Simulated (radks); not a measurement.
Task: Species: Br-. Configuration: [Kr]. Method: scalar-relativistic Kohn-Sham, LB94 model potential, spin-polarised, spherical densities, finite nucleus; Fermi nuclear charge, rms radius 4.1629 fm; Watson sphere of charge +1.36 and radius 4.65 bohr; computed with a radial shooting solver on a logarithmic mesh with Libxc functionals. Some entries of the table are withheld. Estimate them.

orbital  occ.  eigenvalue (eV)  r(max) (bohr)  <r> (bohr)
1s          2        -13413.15        0.02791     0.04266
2s          2        -1758.712         0.1591         (1)
2p          6        -1555.257            (2)         (3)
3s          2        -245.7875         0.4850      0.5529
3p          6        -181.5356         0.4819      0.5648
3d         10         -74.9451            (4)      0.5859
4s          2         -23.7062          1.391       1.674
4p          6         -11.5678            (5)       2.236

Result: 
(1) 2s <r> (bohr): 0.1890
(2) 2p r(max) (bohr): 0.1272
(3) 2p <r> (bohr): 0.1648
(4) 3d r(max) (bohr): 0.4292
(5) 4p r(max) (bohr): 1.676
